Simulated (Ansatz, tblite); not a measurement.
Cost and result up the ladder for Si20H29, a nanocrystal with a defect cut from the lattice of silicon (one cap removed) (49 atoms). Charge 0, multiplicity 2. Geometry: PBE-D4/def2-SVP.

Cartesian coordinates in Å:
```
Si 0.460 0.038 -2.891
Si -3.315 0.886 -2.316
Si 0.112 -2.857 -0.343
Si -3.646 -1.867 0.110
Si -0.261 3.732 -1.866
Si 2.917 -0.224 0.098
Si 2.090 3.482 0.992
Si -0.751 0.742 0.683
Si -0.983 -2.151 3.345
Si 1.688 0.354 3.765
Si -1.741 -0.189 -3.704
Si 0.942 2.306 -3.319
Si 0.696 -0.583 -0.623
Si -2.971 0.387 -0.038
Si -2.120 -3.326 -0.940
Si 0.219 -3.575 1.900
Si -0.104 2.973 0.345
Si 3.623 2.020 -0.058
Si 3.260 -0.722 2.376
Si -0.512 0.126 2.950
H 1.380 -0.823 -3.726
H -3.285 2.368 -2.572
H -4.693 0.385 -2.676
H 1.034 -3.717 -1.177
H -4.978 -1.976 -0.591
H -3.845 -2.291 1.540
H -1.687 3.841 -2.331
H 0.357 5.107 -1.917
H 3.840 -1.084 -0.734
H 2.379 4.892 0.540
H 2.271 3.422 2.483
H -2.454 -2.439 3.226
H -0.571 -2.447 4.767
H 2.070 1.799 3.935
H 1.725 -0.296 5.126
H -1.781 0.458 -5.067
H -2.124 -1.634 -3.873
H 0.547 2.591 -4.749
H 2.411 2.597 -3.182
H -3.904 1.234 0.797
H -2.315 -3.272 -2.431
H -2.416 -4.735 -0.488
H -0.401 -4.950 1.959
H 1.641 -3.692 2.375
H 3.804 2.448 -1.488
H 4.967 2.121 0.627
H 4.639 -0.225 2.737
H 3.227 -2.204 2.633
H -1.439 0.971 3.792
```

Ansatz on 2 threads of AMD EPYC 7R13 on a shared host and a share (18 GiB) of an NVIDIA H100 80GB HBM3; xTB runs through tblite on one thread. Times are rough, summed over both states, and most runs start from the orbitals of an earlier one. PBE0-D4/def2-SVP serves as the yardstick here, not as an exact answer. The other state is a singlet.

The xTB rows come from tblite. HSE06 is defined as in plane-wave codes, on full-range PBE exchange. Single mean-field runs in def2-SVP are fitted with def2-universal-jkfit.

Raw xTB energies of ions are shifted by several eV, and xTB has no spin-polarisation term.

```tsv
level	functions	wall time
GFN1-xTB	238	0.72 s
GFN2-xTB	209	0.98 s
PBE-D4/def2-SVP	505	8.7 s
PBE0-D4/def2-SVP	505	13 s
HSE06-D4/def2-SVP (with forces)	505	18 s
```

**Question.** Estimate what each level gives for the vertical IE (eV).

**Answer.** 
```csv
level,vertical IE (eV),difference from PBE0-D4/def2-SVP (eV)
GFN1-xTB,11.59,4.43
GFN2-xTB,9.41,2.25
PBE-D4/def2-SVP,6.88,-0.28
PBE0-D4/def2-SVP,7.16,0.00
HSE06-D4/def2-SVP (with forces),7.13,-0.03
```
